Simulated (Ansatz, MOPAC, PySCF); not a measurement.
System: borotrithioic acid, BH3S3 (charge 0, singlet). SMILES: SB(S)S
Geometry from a B3LYP-D3(BJ)/def2-TZVP (Ansatz, an electronic-structure program) optimisation:
```
B
S 1 1.8077
H 2 1.3430 1 98.84
S 1 1.8101 2 126.14 3 0.00
H 4 1.3419 1 97.96 2 0.00
S 1 1.8132 2 118.77 3 -180.00
H 6 1.3437 1 97.31 2 0.00
```
Charge 0, spin multiplicity 1.

Unscaled harmonic wavenumbers (cm⁻¹) in rising order, each level at the stationary point that it reaches from this structure (no distance between atoms moves by over 0.3 Å); the order of modes can differ between levels, and a negative number is imaginary. B3LYP-D3(BJ)/def2-TZVP (PySCF, at the structure above): 122, 212, 234, 328, 370, 420, 437, 759, 799, 819, 1010, 1042, 2670, 2673, 2683.

AM1 (MOPAC): 172, 210, 217, 326, 385, 442, 486, 801, 816, 840, 1036, 1111, 1993, 2021, 2023. Zero-point energy 18.4 against 20.8 kcal/mol; where all levels lie over 400 cm⁻¹, the wavenumbers are on average 0.962 times those of B3LYP-D3(BJ)/def2-TZVP.

HF/3-21G (Ansatz): 198, 237, 254, 338, 385, 426, 445, 770, 819, 901, 1060, 1073, 2643, 2645, 2651. Zero-point energy 21.2 against 20.8 kcal/mol; where all levels lie over 400 cm⁻¹, the wavenumbers are on average 1.022 times those of B3LYP-D3(BJ)/def2-TZVP.

HF/6-31G* (Ansatz): 173, 230, 253, 346, 389, 453, 459, 834, 858, 908, 1098, 1131, 2915, 2918, 2926. Zero-point energy 22.7 against 20.8 kcal/mol; where all levels lie over 400 cm⁻¹, the wavenumbers are on average 1.086 times those of B3LYP-D3(BJ)/def2-TZVP.
